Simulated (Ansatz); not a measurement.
H₃AlO₃, singlet, at a GFN2-xTB geometry (such geometries of metal compounds can be far from the true shape); B3LYP/6-31G* in Ansatz (a first-principles code).

Ansatz was given this input:
Ansatz 0.2 input:
```yaml
crystal:
  periodic: [false, false, false]
  atoms:
    - {symbol: Al, position_ang: [-0.00000000, -0.00000000, -0.00000000]}
    - {symbol: O, position_ang: [-1.08597176, -1.25217867, 0.07815260]}
    - {symbol: H, position_ang: [-1.93325027, -1.43797965, -0.30182312]}
    - {symbol: O, position_ang: [-0.33424217, 1.33110871, -0.93264447]}
    - {symbol: H, position_ang: [0.10698534, 2.14443421, -1.13414960]}
    - {symbol: O, position_ang: [1.42021393, -0.07893003, 0.85449188]}
    - {symbol: H, position_ang: [1.82626493, -0.70645456, 1.43597272]}
basis:
  gaussian:
    orbitals: 6-31G*
hamiltonian:
  xc: b3lyp
```

Question: What does Ansatz print? Leave out banner, timings and long lists.

Answer: 
```
Functional definition: B3LYP
636 factors; integrals over basis functions are off by at most 5.9e-4 eV
mean field evaluation 1: about -12776.1618 eV, gradient 9.3e1 eV
mean field evaluation 2: about -12752.0265 eV, gradient 1.5e2 eV
mean field evaluation 4: about -12790.4802 eV, gradient 1.5e0 eV
mean field evaluation 8: about -12790.6117 eV, gradient 1.0e-1 eV
mean field evaluation 16: about -12790.6117 eV, gradient 1.1e-5 eV
mean field -12790.61172760 eV, -470.0463112013 hartree, gradient 1.1e-5 eV, S^2 0.000000; 0 other end points of the search recorded, 0 dependent functions left out
reference -12790.61196813 eV, -470.0463200405 hartree; 20, 20 occupied and 50, 50 virtual orbitals, 636 factors
Total energy: -12790.61196813 eV, -470.0463200405 hartree
```
